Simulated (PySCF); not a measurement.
Which level of theory gave which numbers?

C₃H₄BCl₃.
InChI=1S/C3H4BCl3/c5-3-1-2-4(6)7/h1,3H,2H2/b3-1-

The closed-shell ground state was solved 4 times with PySCF (density fitting, gas phase), always with PBE0, in these basis sets: IGLO-III, STO-3G, cc-pVDZ and def2-SVP. The structure is a single PBE0-D3(BJ)/def2-SVP conformer in the gas phase; no vibrational or solvent corrections.

```tsv
row	total energy (Eh)	HOMO (eV)	LUMO (eV)	dipole (D)
P	-1521.0878	-7.20	-1.13	1.51
Q	-1504.9343	-5.83	0.56	2.12
R	-1521.7007	-7.28	-1.38	1.46
S	-1521.6444	-7.23	-1.24	1.62
```

Task: Which basis belongs to which row?

Result: P = def2-SVP, Q = STO-3G, R = IGLO-III, S = cc-pVDZ. From the lowest total energy up: IGLO-III (312 functions) 0 eV; cc-pVDZ (130 functions) +1.53 eV; def2-SVP (130 functions) +16.68 eV; STO-3G (51 functions) +456.24 eV.

Conformer computed: `[Cl:1]/[CH:2]=[CH:3]\[CH2:4][B:5]([Cl:6])[Cl:7]`: C2–C3–C4–B5 112°, C3–C4–B5–Cl6 5°.
